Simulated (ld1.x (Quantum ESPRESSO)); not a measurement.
What the settings do to the TM potential of iodine (I)

Base potential:

I (Z = 53), norm-conserving Troullier–Martins (Kleinman–Bylander form), made with ld1.x (Quantum ESPRESSO) 7.5 (PBEsol, scalar-relativistic). Core [Kr] 4d10, reference 5s1.75 5p5.25. Waves: 5p (bound): rc 1.80 bohr; 5d channel at 0.3 Ry: rc 1.95 bohr; 5s (bound): rc 1.80 bohr. Local part: the s channel. Core correction: Bessel-smoothed model core, default radius (core density twice the valence density).

All-electron outer shells of the reference configuration (PBEsol, scalar-relativistic, ld1.x):

| shell | level (eV) | outermost node (bohr) | outermost maximum (bohr) |
| --- | --- | --- | --- |
| 4p | -127.72 | 0.37 | 0.72 |
| 4d | -50.54 | 0.35 | 0.78 |
| 5s | -17.63 | 0.88 | 1.70 |
| 5p | -7.23 | 0.96 | 2.02 |

Cutoffs, loose and tight: the cutoffs (Ry, on a coarse ladder) from which the occupation-weighted sum of valence levels, in a spherical-Bessel basis at the reference potential, stays within 10 and 1 mRy of its value at 400 Ry. They do not see the model core or the augmentation charge, which bear on the density cutoff. Test errors are all-electron minus pseudo excitation energies from the reference, over the configurations 5s2 5p5; 5s2 5p4; 5s2 5p3; 5s1 5p5; 5s1 5p6; 5s2 5p5.3; 5s2 5p1. A dash means not determined; rows that change the core or the reference have their own tests. The largest error is taken over the tests solved by every variant that gives reliable tests at all: 5s1 5p5; 5s1 5p6; 5s2 5p1; 5s2 5p3; 5s2 5p4; 5s2 5p5.

A true bound ghost makes a file unfit for plane-wave use even where its test errors are small: the radial tests pick states by their node count and pass the ghost by. Where a test does run into it, the solver fails or the error is huge.

```csv
change,outcome,"cutoff, loose","cutoff, tight",bound ghosts,largest test error (meV)
base,generated,35 Ry,70 Ry,d,-125
wave 5s (bound): rc 1.80 bohr becomes 5s (bound): rc 1.12 bohr,generated,180 Ry,over 300 Ry,"p, d, s (extra level of the local part)",-152
wave 5s (bound): rc 1.80 bohr becomes 5s (bound): rc 1.40 bohr,generated,70 Ry,140 Ry,d,-104
wave 5s (bound): rc 1.80 bohr becomes 5s (bound): rc 1.76 bohr,generated,35 Ry,60 Ry,d,-126
wave 5s (bound): rc 1.80 bohr becomes 5s (bound): rc 1.94 bohr,generated,35 Ry,60 Ry,d,-120
wave 5s (bound): rc 1.80 bohr becomes 5s (bound): rc 2.08 bohr,generated,30 Ry,60 Ry,d,-102
wave 5s (bound): rc 1.80 bohr becomes 5s (bound): rc 2.28 bohr,generated,30 Ry,60 Ry,d,-52
wave 5s (bound): rc 1.80 bohr becomes 5s (bound): rc 2.48 bohr,generated,30 Ry,60 Ry,d,-23
wave 5s (bound): rc 1.80 bohr becomes 5s (bound): rc 2.70 bohr,generated,30 Ry,60 Ry,none,+118
```

(1) What comes out with this change to the base: wave 5s (bound): rc 1.80 bohr becomes 5s (bound): rc 1.50 bohr?

Results:

(1) outcome: generated; cutoff, loose: 45 Ry; cutoff, tight: 100 Ry; bound ghosts: d; largest test error (meV): -114.

Reading the sweep of the s radius (base included, trends over the rows without a ghost): Bound ghosts are found at 1.12, 1.4, 1.5, 1.76, 1.8, 1.94, 2.08, 2.28, 2.48 bohr.
